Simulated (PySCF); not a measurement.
PySCF input for CH3F3Si, SMILES FC(F)([SiH3])F, TDA-CAM-B3LYP/def2-SVPD. The structure is a stationary point at ωB97X-D3(BJ)/def2-SVP.

```python
import numpy as np
from pyscf import gto, scf, dft, tdscf

mol = gto.M(
    atom='''
    Si    0.00000000    0.00000000   -1.51495183
    C    -0.00000000    0.00000000    0.41459211
    F    -1.08475695   -0.62628472    0.91159323
    F     0.00000000    1.25256942    0.91159324
    F     1.08475695   -0.62628472    0.91159323
    H    -0.00000001   -1.41585408   -1.96374811
    H     1.22616561    0.70792705   -1.96374810
    H    -1.22616561    0.70792706   -1.96374810
    ''',
    basis='def2-SVPD',
    charge=0,
    spin=0,
    symmetry=True,
    max_memory=1600,
    verbose=4,
)
mf = dft.RKS(mol, xc='cam-b3lyp').density_fit(auxbasis='def2-universal-jkfit')
mf.grids.level = 3
mf.conv_tol = 1e-9
mf.max_cycle = 100
mf.kernel()
mf.grids = dft.Grids(mol).set(level=1).build(with_non0tab=True)  # coarser grid for the response kernel
td = tdscf.TDA(mf)
td.singlet = True
td.nstates = 10
td.conv_tol = 1e-4
td.kernel(x0=td.get_init_guess(mf, 15))
td.analyze()
tt = tdscf.TDA(mf)
tt.singlet = False
tt.nstates = 4
tt.conv_tol = 1e-4
tt.kernel(x0=tt.get_init_guess(mf, 9))
tt.analyze(verbose=3)
```

Output:

```
PySCF version 2.14.0

[INPUT] verbose = 4
[INPUT] num. atoms = 8
[INPUT] num. electrons = 50
[INPUT] charge = 0
[INPUT] spin (= nelec alpha-beta = 2S) = 0
[INPUT] symmetry True subgroup None
[INPUT] Mole.unit = angstrom
[INPUT] Symbol           X                Y                Z      unit          X                Y                Z       unit  Magmom
[INPUT]  1 Si     0.000000000000   0.000000000000  -1.514951830000 AA    0.000000000000   0.000000000000  -2.862844050609 Bohr   0.0
[INPUT]  2 C      0.000000000000   0.000000000000   0.414592110000 AA    0.000000000000   0.000000000000   0.783465541306 Bohr   0.0
[INPUT]  3 F     -1.084756950000  -0.626284720000   0.911593230000 AA   -2.049893547219  -1.183506596800   1.722661541708 Bohr   0.0
[INPUT]  4 F      0.000000000000   1.252569420000   0.911593240000 AA    0.000000000000   2.367013155805   1.722661560605 Bohr   0.0
[INPUT]  5 F      1.084756950000  -0.626284720000   0.911593230000 AA    2.049893547219  -1.183506596800   1.722661541708 Bohr   0.0
[INPUT]  6 H     -0.000000010000  -1.415854080000  -1.963748110000 AA   -0.000000018897  -2.675576443548  -3.710946105532 Bohr   0.0
[INPUT]  7 H      1.226165610000   0.707927050000  -1.963748100000 AA    2.317117186260   1.337788240671  -3.710946086635 Bohr   0.0
[INPUT]  8 H     -1.226165610000   0.707927060000  -1.963748100000 AA   -2.317117186260   1.337788259569  -3.710946086635 Bohr   0.0

nuclear repulsion = 250.87522013261
point group symmetry = C3v, use subgroup Cs
symmetry origin: [-3.77945222e-10 -5.66917850e-09  1.13383567e-09]
symmetry axis x: [ 8.66025403e-01 -5.00000001e-01 -1.51372597e-09]
symmetry axis y: [ 4.56888729e-10 -2.23609745e-09  1.00000000e+00]
symmetry axis z: [-5.00000001e-01 -8.66025403e-01 -1.70807283e-09]
num. orbitals of irrep A' = 84
num. orbitals of irrep A" = 53
number of shells = 57
number of NR pGTOs = 201
number of NR cGTOs = 137
basis = def2-SVPD
ecp = {}


[settings echo left out]
init E= -628.891033926092
HOMO (A') = -0.338584605621773  LUMO (A') = 0.0194648942703521  gap/eV = 9.74302
cycle= 1 E= -628.38351118851  delta_E= 0.508  |g|= 0.848  |ddm|= 2.82
HOMO (A') = -0.437714324605054  LUMO (A') = -0.00172568653457184  gap/eV = 11.86386
cycle= 2 E= -628.324410461783  delta_E= 0.0591  |g|=  1.1  |ddm|= 1.32
HOMO (A') = -0.420458607601905  LUMO (A') = 0.0294573820459663  gap/eV = 12.24284
cycle= 3 E= -628.517718587968  delta_E= -0.193  |g|= 0.0437  |ddm|= 0.714
HOMO (A') = -0.4105481082518  LUMO (A') = 0.033897805734072  gap/eV = 12.09399
cycle= 4 E= -628.51807514329  delta_E= -0.000357  |g|= 0.018  |ddm|= 0.0733
HOMO (A') = -0.414293583759314  LUMO (A') = 0.0338295704950422  gap/eV = 12.19405
cycle= 5 E= -628.518141874739  delta_E= -6.67e-05  |g|= 0.00332  |ddm|= 0.0251
HOMO (A') = -0.413968833202313  LUMO (A') = 0.0336490693412568  gap/eV = 12.18030
cycle= 6 E= -628.518145078244  delta_E= -3.2e-06  |g|= 0.000464  |ddm|= 0.00681
HOMO (A') = -0.413950858088537  LUMO (A') = 0.0336818435249091  gap/eV = 12.18071
cycle= 7 E= -628.518145191188  delta_E= -1.13e-07  |g|= 0.000109  |ddm|= 0.00148
HOMO (A') = -0.413974899373962  LUMO (A') = 0.0336679966518023  gap/eV = 12.18098
cycle= 8 E= -628.518145196208  delta_E= -5.02e-09  |g|= 2.15e-05  |ddm|= 0.000333
HOMO (A') = -0.413969176150956  LUMO (A') = 0.0336695022799232  gap/eV = 12.18087
cycle= 9 E= -628.518145196391  delta_E= -1.83e-10  |g|= 3.42e-06  |ddm|= 5.87e-05
HOMO (A') = -0.41396932820309  LUMO (A') = 0.0336694296301054  gap/eV = 12.18087
Extra cycle  E= -628.518145196391  delta_E= 2.27e-13  |g|= 1.58e-06  |ddm|= 1.09e-05
converged SCF energy = -628.518145196391
tot grids = 34912


******** <class 'pyscf.tdscf.rks.TDA'> for <class 'pyscf.df.df_jk.DFSymAdaptedRKS'> ********
nstates = 10 singlet
deg_eia_thresh = 1.000e-03
wfnsym = None
conv_tol = 0.0001
eigh lindep = 1e-12
eigh level_shift = 0
eigh max_cycle = 100


Excitation energies (eV)
[ 9.05758189  9.05760862  9.12199981  9.42961045  9.42961571  9.62209174
  9.71109304  9.89224194  9.89232354 10.50040983]

** Singlet excitation energies and oscillator strengths **
Excited State   1:  ???      9.05758 eV    136.88 nm  f=0.0011
      24 -> 26        0.54330
      24 -> 27        0.25719
      25 -> 28        0.32693
Excited State   2:  ???      9.05761 eV    136.88 nm  f=0.0011
      23 -> 26        0.54332
      23 -> 27        0.25717
      25 -> 29        0.32691
Excited State   3:  ???      9.12200 eV    135.92 nm  f=0.0126
      25 -> 26        0.69140
Excited State   4:  ???      9.42961 eV    131.48 nm  f=0.0098
      23 -> 26        0.27572
      23 -> 27        0.12362
      23 -> 28       -0.14833
      24 -> 29       -0.14835
      25 -> 29       -0.58984
Excited State   5:  ???      9.42962 eV    131.48 nm  f=0.0098
      23 -> 29       -0.14834
      24 -> 26        0.27573
      24 -> 27        0.12364
      24 -> 28        0.14832
      25 -> 28       -0.58984
Excited State   6:  ???      9.62209 eV    128.85 nm  f=0.0000
      23 -> 28        0.48983
      24 -> 29       -0.48982
Excited State   7:  ???      9.71109 eV    127.67 nm  f=0.2669
      25 -> 27       -0.67472
Excited State   8:  ???      9.89224 eV    125.33 nm  f=0.1644
      24 -> 26        0.27453
      24 -> 27       -0.63548
Excited State   9:  ???      9.89232 eV    125.33 nm  f=0.1644
      23 -> 26        0.27450
      23 -> 27       -0.63550
Excited State  10:  ???     10.50041 eV    118.08 nm  f=0.1365
      23 -> 26        0.11469
      23 -> 28        0.36768
      24 -> 29        0.36769
      25 -> 29       -0.15270
      25 -> 31       -0.38059

** Transition electric dipole moments (AU) **
state          X           Y           Z        Dip. S.      Osc.
  1        -0.0620      0.0358      0.0000      0.0051      0.0011
  2        -0.0358     -0.0620     -0.0000      0.0051      0.0011
  3        -0.0000      0.0000      0.2370      0.0562      0.0126
  4        -0.1031     -0.1786      0.0000      0.0425      0.0098
  5        -0.1785      0.1031      0.0000      0.0425      0.0098
  6        -0.0000     -0.0001     -0.0000      0.0000      0.0000
  7        -0.0000     -0.0000     -1.0592      1.1220      0.2669
  8        -0.7133      0.4118     -0.0000      0.6784      0.1644
  9        -0.4118     -0.7133     -0.0000      0.6783      0.1644
 10        -0.3641     -0.6308     -0.0000      0.5304      0.1365

** Transition velocity dipole moments (imaginary part, AU) **
state          X           Y           Z        Dip. S.      Osc.
  1        -0.0192      0.0111      0.0000      0.0005      0.0010
  2        -0.0111     -0.0192     -0.0000      0.0005      0.0010
  3        -0.0000      0.0000      0.0312      0.0010      0.0019
  4        -0.0004     -0.0007      0.0000      0.0000      0.0000
  5        -0.0007      0.0004      0.0000      0.0000      0.0000
  6        -0.0000     -0.0000      0.0000      0.0000      0.0000
  7        -0.0000     -0.0000     -0.3474      0.1207      0.2255
  8        -0.2396      0.1383     -0.0000      0.0766      0.1404
  9        -0.1383     -0.2396     -0.0000      0.0766      0.1404
 10        -0.1011     -0.1752     -0.0000      0.0409      0.0707

** Transition magnetic dipole moments (imaginary part, AU) **
state          X           Y           Z
  1        -0.6649     -1.1517     -0.0000
  2         1.1518     -0.6650     -0.0000
  3         0.0000      0.0001      0.0000
  4         0.4807     -0.2775      0.0000
  5        -0.2776     -0.4807     -0.0000
  6         0.0001      0.0001      1.6485
  7         0.0000     -0.0000      0.0000
  8        -0.4745     -0.8219     -0.0000
  9         0.8218     -0.4744     -0.0001
 10         0.7817     -0.4513     -0.0000


******** <class 'pyscf.tdscf.rks.TDA'> for <class 'pyscf.df.df_jk.DFSymAdaptedRKS'> ********
nstates = 4 triplet
deg_eia_thresh = 1.000e-03
wfnsym = None
conv_tol = 0.0001
eigh lindep = 1e-12
eigh level_shift = 0
eigh max_cycle = 100


Excitation energies (eV)
[8.20589561 8.45501958 8.45502833 8.53879714]

** Triplet excitation energies and oscillator strengths **
Excited State   1:  ???      8.20590 eV    151.09 nm  f=0.0000
Excited State   2:  ???      8.45502 eV    146.64 nm  f=0.0000
Excited State   3:  ???      8.45503 eV    146.64 nm  f=0.0000
Excited State   4:  ???      8.53880 eV    145.20 nm  f=0.0000
```

The run converged.
